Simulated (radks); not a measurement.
Results of a calculation; reference values are marked as such.
Initial-state core-level shifts of neutral dysprosium when its valence configuration changes from [Xe] 4f10 6s2. Level of theory: Dirac Kohn-Sham, PBE, spin-unpolarised, spherical densities, finite nucleus; open shells fill j = l - 1/2 first; Fermi nuclear charge, rms radius 5.2218 fm (a radial shooting solver on a logarithmic mesh with Libxc functionals). Shifts are changes of the shell-averaged eigenvalues in eV (positive: less bound); the change of the density at the nucleus, which sets a Mossbauer isomer shift, is in e/bohr^3, on a base of 7.403e+05.

valence,1s,2s,3p,4d,density at nucleus
4f8 5d2 6s2,-13.322,-14.483,-16.285,-14.577,+83.49
4f7.5 5d2 6s2 6p0.5,-18.825,-20.404,-22.779,-20.385,+116.33
4f7 5d2 6s2 6p1,-24.684,-26.723,-29.716,-26.516,+151.82
4f9 6s2 6p1,-9.322,-9.916,-10.637,-10.035,+54.44
4f9.5 6s2 6p0.5,-4.413,-4.681,-5.006,-4.765,+25.24
4f10 6s1.5 6p0.5,-0.644,-0.637,-0.628,-0.636,-11.67
4f10 5d2,+0.941,+1.037,+0.989,+1.063,-54.87
4f9 5d1 6s1 6p1,-7.441,-7.939,-8.713,-8.072,+10.38
